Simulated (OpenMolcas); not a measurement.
An OpenMolcas run meant for Sn²⁺ (ANO-R3, X2C; inactive shells 1s 2s 2p 3s 3p 3d 4s 4p 4d; intended active space 2 electrons in 4 orbitals (5s 5p)). One step of its input:

```
&CASPT2
Multistate=1 1
Frozen=9 9
IPEA=0.25
Imaginary=2.0
MaxIter=60
WThr=0.0 0.3 0.05
PrWF=0.5
NoMix
```

The run finished. Its levels beside those of a sound run (SS-CASPT2, IPEA 0.25 Eh, imaginary shift 0.1 Eh (closed shells correlated: 4d)), in cm-1 above each run's lowest level:

| Level | This run | Usual run |
| --- | --- | --- |
| 5s2 1S0 | 0.0 | 0.0 |
| 5s 5p 3P* 0 | 53593 | 53396 |
| 5s 5p 3P* 1 | 55043 | 54829 |
| 5s 5p 3P* 2 | 58382 | 58185 |
| 5s 5p 1P* 1 | 81741 | 78636 |

Q: Which setting is unsound, and how much does it matter here?

A: The level shift is far above the usual 0.1 to 0.3 hartree and damps the second-order energy. Against the sound run the excited levels shown move by 930 cm-1 on average and by 3100 cm-1 at most.

Some high roots are left out of the spin-orbit mixing, which shifts the levels that they would mix with. Only configurations of the active space appear.

* marks odd parity.
